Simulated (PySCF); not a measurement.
# Identify the compound

The spectra below were simulated for a compound C$_{6}$H$_{8}$F$_{2}$.

$^{1}$H NMR (400 MHz, computed): δ 5.71 (m, 1H), 5.07 (m, 1H), 2.54 (m, 1H), 2.20 (m, 1H), 1.71 (m, 1H), 1.46 (m, 1H), 0.62 (m, 1H), 0.28 (m, 1H).

$^{13}$C{$^{1}$H} NMR (computed): δ 106.4 (CH), 102.8 (CH), 38.3 (CH2), 23.6 (CH), 20.1 (CH), 10.4 (CH2).

One conformer, in vacuum, non-relativistic Hamiltonian. PBE0/pcSseg-1 with gauge-including orbitals; structure optimised with GFN2-xTB; PySCF 2.14.

References, each an isolated molecule treated in the same way: TMS for $^{1}$H (σ = 31.72 ppm) and $^{13}$C (σ = 186.93 ppm).

Problem. Which candidate is it?
A. C=C1CC(C(F)F)C1
B. F[C@@H]1CC=C[C@@H](F)C1
C. F[C@@H]1C[C@@H](F)[C@H]2C[C@H]21
D. F[C@@H]1[C@@H]2C[C@@H]2C[C@H]1F

Solution. D. 

Rings plus π bonds: 2 (2 rings in the answer). 6 carbon signals for 6 carbons: no two carbons are equivalent. Carbon types of the structure: 4 × CH, 2 × CH2, which accounts for all hydrogens. δC 106.4, 102.8: sp3 CH bonded to F; pulled downfield by the heteroatom. δC 38.3: sp3 CH2 in a ring; saturated and bonded to C and H only. δC 23.6, 20.1, 10.4: three-membered-ring carbon; carbons of three-membered rings are unusually shielded. δH 5.71, 5.07: hydrogen on an sp3 CH bonded to F; its carbon carries F, hence the downfield position. δH 1.71, 1.46, 0.62, 0.28: hydrogen on a three-membered-ring carbon.

The others: F[C@@H]1C[C@@H](F)[C@H]2C[C@H]21 has carbons computed at 99.5, 98.5, 41.1, 27.5, 25.5, 7.1; F[C@@H]1CC=C[C@@H](F)C1 has carbons computed at 140.0, 133.0, 88.9, 88.5, 40.1, 37.3; C=C1CC(C(F)F)C1 would give 5 carbon signals, not 6.

Splittings by $^{19}$F in the carbon and heteronuclear signals aren't shown, as no couplings were computed. Shifts are as computed. Against solution values, carbons near 30 ppm lie about +3 ppm off and those near 130 ppm about +5 ppm. Of 1211 compounds with measured shifts, 218 miss one by over three times the rms of a fit or turn the order of signals round; such compounds aren't used in these exercises. Multiplicities follow the n + 1 count of equivalent neighbours, as no J values were calculated; m marks all less simple cases, F and P coupling included.
